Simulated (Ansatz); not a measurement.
One geometry of H₄Sn (`[SnH4]`), several functionals.

```yaml
crystal:
  periodic: [false, false, false]
  atoms:
    - {symbol: Sn, position_ang: [0.009952, -0.014706, -0.008292]}
    - {symbol: H, position_ang: [0.833695, -0.868228, 1.214780]}
    - {symbol: H, position_ang: [-1.553587, 0.388852, 0.535262]}
    - {symbol: H, position_ang: [-0.106833, -0.989356, -1.400909]}
    - {symbol: H, position_ang: [0.866574, 1.409838, -0.382240]}
basis:
  gaussian: {orbitals: def2-TZVPP}
hamiltonian: {xc: pbe, dispersion: d4}
output: {forces: true, orbitals: {seedname: orbitals}}
```

```sh
$ ansatz run in.yaml --threads 2 --pin off --events-out ev --progress --plain --max-ram 20480MiB --backend cpu
```

Output, abridged:

```
Functional definition: PBE
  name "PBE"
  cite "Perdew, Burke & Ernzerhof, Phys. Rev. Lett. 77, 3865 (1996) doi:10.1103/PhysRevLett.77.3865"
  parent pbe
  parameter kappa = 0.804
  parameter beta = 0.06672455060314922
  exchange = pbe_x(kappa = kappa, mu = beta*pi^2/3)
  correlation = pbe_c(beta = beta)
624 factors; their error is unknown
mean field evaluation 1: about -5894.4851 eV, gradient 1.6e1 eV
mean field evaluation 2: about -5895.0676 eV, gradient 1.1e1 eV
mean field evaluation 4: about -5895.3145 eV, gradient 8.9e-2 eV
mean field evaluation 8: about -5895.3067 eV, gradient 1.3e-2 eV
mean field -5895.30674786 eV, -216.6485270015 hartree, gradient 5.8e-5 eV, S^2 0.000000; 0 other end points of the search recorded, 0 dependent functions left out
the calculation of the forces begins
reference -5895.30679638 eV, -216.6485287844 hartree; 13, 13 occupied and 93, 93 virtual orbitals, 624 factors
Total energy: -5895.35816114 eV, -216.6504164047 hartree
Atom 0 at     0.009952    -0.014706    -0.008292 Å, force     0.000035    -0.000064     0.000052 eV/Å
Atom 1 at     0.833695    -0.868228     1.214780 Å, force     0.077703    -0.080498     0.115368 eV/Å
Atom 2 at    -1.553587     0.388852     0.535262 Å, force    -0.147419     0.038091     0.051202 eV/Å
Atom 3 at    -0.106833    -0.989356    -1.400909 Å, force    -0.011034    -0.091854    -0.131336 eV/Å
Atom 4 at     0.866574     1.409838    -0.382240 Å, force     0.080717     0.134325    -0.035285 eV/Å
Dipole moment:    -0.000009     0.000014    -0.000012 e Å
```

It took 0.71 s on 2 threads of an AMD EPYC 7R13 on a shared host, with 0.14 GiB of host memory at the peak.

With the line `hamiltonian: {xc: {name: BLYP}, dispersion: d4}` and no forces (abridged; 0.5 s):

```
Functional definition: BLYP
mean field -5893.98197936 eV, -216.5998426569 hartree, gradient 2.9e-5 eV, S^2 0.000000
Total energy: -5894.09774034 eV, -216.6040967944 hartree
```

The same input with `hamiltonian: {xc: {name: r2SCANh}, dispersion: d4}` and no forces (abridged; 1.1 s):

```
Functional definition: r2SCANh
mean field -5897.55792507 eV, -216.7312562378 hartree, gradient 4.9e-5 eV, S^2 0.000000
Total energy: -5897.56998741 eV, -216.7316995207 hartree
```

Changing it to `hamiltonian: {xc: hse06, dispersion: d4}` and no forces (abridged; 0.8 s):

```
Functional definition: HSE06
mean field -5895.69251983 eV, -216.6627038599 hartree, gradient 8.5e-6 eV, S^2 0.000000
Total energy: -5895.73207629 eV, -216.6641575328 hartree
```

The same input with `hamiltonian: {xc: r2scan, dispersion: d4}` (abridged; 1.1 s):

```
Functional definition: r2SCAN
mean field -5897.85725638 eV, -216.7422564609 hartree, gradient 1.3e-5 eV, S^2 0.000000
Total energy: -5897.86855254 eV, -216.7426715870 hartree
Atom 0 force     0.000041    -0.000078     0.000064 eV/Å
Atom 1 force    -0.014028     0.014549    -0.020832 eV/Å
Atom 2 force     0.026696    -0.006847    -0.009331 eV/Å
Atom 3 force     0.001969     0.016685     0.023743 eV/Å
Atom 4 force    -0.014679    -0.024311     0.006356 eV/Å
Dipole moment:    -0.000009     0.000015    -0.000013 e Å
```

With the line `hamiltonian: {xc: {name: B2PLYP}}` and no forces (abridged; 1.6 s):

```
Functional definition: B2PLYP
mean field -5886.78107684 eV, -216.3352143702 hartree, gradient 8.3e-6 eV, S^2 0.000000
4 core orbitals not correlated: weight in the atoms' cores, before any rotation towards them, 1.000 or more for the frozen orbitals, at most 0.000 for the correlated occupied ones
second order -11.38027481 eV of doubles, -0.00000000 eV of singles
Total energy: -5889.85390841 eV, -216.4481388478 hartree
```

HSE06 is the plane-wave form, built on full-range PBE exchange.
